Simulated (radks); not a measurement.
Results of a calculation; reference values are marked as such.
Problem. The table gives one normalised radial function P(r) = r R(r) (large component) of Ar4+ in [He] 2s2 2p5.75 3s2 3p2.25 (r in bohr). Code: a radial shooting solver on a logarithmic mesh with Libxc functionals. Model: Dirac Kohn-Sham, LDA (Slater exchange, VWN5 correlation), spin-unpolarised, spherical densities, point nucleus; open shells fill j = l - 1/2 first.

| r | P |
|---|---|
| 0.008995 | 0.0140 |
| 0.01279 | 0.0273 |
| 0.01819 | 0.0526 |
| 0.02565 | 0.0979 |
| 0.03648 | 0.1799 |
| 0.05186 | 0.3183 |
| 0.07375 | 0.5349 |
| 0.1049 | 0.8373 |
| 0.1491 | 1.1911 |
| 0.2103 | 1.4856 |
| 0.2991 | 1.5760 |
| 0.4252 | 1.3401 |
| 0.6046 | 0.8507 |
| 0.8597 | 0.3651 |
| 1.213 | 0.0956 |
| 1.724 | 0.0117 |
| 2.452 | 0.0005 |
| 3.486 | 0.0000 |

Which n and l does it have? It may be an empty orbital.

Solution. n = 2, l = 1: the number of nodes gives n - l - 1 = 0, the rise at small r points to l (this Dirac orbital starts as r^gamma with gamma = sqrt((l + 1)^2 - (Z/c)^2) = 2.00; the j = 3/2 orbital of l + 1 starts with the same power, but with a smaller coefficient, and then steepens), and the extent must fit the shell. The curve is that of 2p3/2; the two j differ most near the nucleus, where j = l - 1/2 has the larger amplitude, and in heavy atoms j = l - 1/2 is also the more compact. 2p3/2: eigenvalue -304.42 eV, 0 radial nodes, <r> = 0.374 bohr, 90 % of the charge inside 0.618 bohr.
